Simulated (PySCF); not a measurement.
Task: Write a Z-matrix for `F[C@@H]1[C@@H](Cl)C12CC2` as optimised with PBE0-D3(BJ)/def2-SVP.

Result: 
Z-matrix in Å and degrees, rows numbered from 1:
```
F 
C   1  1.3534
C   2  1.5050  1  118.03
Cl  3  1.7587  2  120.09  1   141.34
C   2  1.4698  1  119.35  3   -68.94
C   5  1.4775  2  137.95  3   129.93
C   5  1.4795  2  138.89  3  -129.47
H   2  1.0960  1  112.75  3   143.19
H   3  1.0942  2  116.69  5   108.41
H   6  1.0940  5  116.75  7   108.37
H   6  1.0936  5  118.06  7  -108.01
H   7  1.0937  5  117.36  6   108.18
H   7  1.0936  5  117.74  6  -107.92
```

The 3-membered ring C5–C6–C7 has internal angles of 59.2° to 61.4°. The C–C distances run from 1.470 Å (C2–C5, drawn single) to 1.510 Å (C6–C7, drawn single), a spread of 0.040 Å. The 3-membered ring C2–C3–C5 has internal angles of 59.0° to 61.4°.

The calculation used PBE0-D3(BJ)/def2-SVP geometry optimisation, gas phase (PySCF 2.14.0).

Point group: C1 (no symmetry element, even within 0.4 Å). No frequency check.

On one thread of an Arm Neoverse V2, shared host, this took 41 s of wall time and 0.63 GiB of memory at its peak. That covers the optimisation of the geometry.
